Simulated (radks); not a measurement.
All-electron atom: Cd31+ in [Ne] 3s2 3p5.

Method: scalar-relativistic Kohn-Sham, SCAN, spin-polarised, spherical densities, finite nucleus; open shells are filled with parallel spins first (spin-orbit coupling, left out, can overturn this in heavy ions); meta-GGA in the generalised Kohn-Sham scheme; Fermi nuclear charge, rms radius 4.6087 fm; computed with a radial shooting solver on a logarithmic mesh with Libxc functionals.

Energy parts (eV):
| part | energy |
|---|---|
| total | -132921.605 |
| kinetic | 139072.587 |
| electron-nucleus | -291437.184 |
| Hartree | 22218.240 |
| exchange-correlation | -2775.248 |

Orbitals (lengths in bohr, moments of r in powers of bohr; r(90%) holds 90 % of the orbital's charge):
| orbital | occ. | eigenvalue (eV) | r(90%) | <r> |
|---|---|---|---|---|
| 1s up | 1 | -28178.68 | 0.0546 | 0.03040 |
| 1s down | 1 | -28176.45 | 0.0546 | 0.03040 |
| 2s up | 1 | -5519.171 | 0.200 | 0.1301 |
| 2s down | 1 | -5517.883 | 0.200 | 0.1301 |
| 2p up | 3 | -5122.344 | 0.184 | 0.1134 |
| 2p down | 3 | -5120.082 | 0.184 | 0.1134 |
| 3s up | 1 | -2044.026 | 0.469 | 0.3232 |
| 3s down | 1 | -2036.815 | 0.470 | 0.3236 |
| 3p up | 3 | -1914.403 | 0.466 | 0.3148 |
| 3p down | 2 | -1907.028 | 0.466 | 0.3151 |

The highest occupied level is 3p down at -1907.0 eV. The electron density at the nucleus is 1.642e+05 e/bohr^3 (large components only). For comparison, the ionisation energy in NIST's Atomic Spectra Database is 1918 eV (semi-empirical). In exact Kohn-Sham theory the highest level is minus the ionisation energy, but local and semilocal functionals leave it too shallow, through self-interaction and a potential that decays too fast; potentials with the right tail come closer. The density falls to 0.001 e/bohr^3 at r = 0.91 bohr. Spin moment in Bohr magnetons: 1.
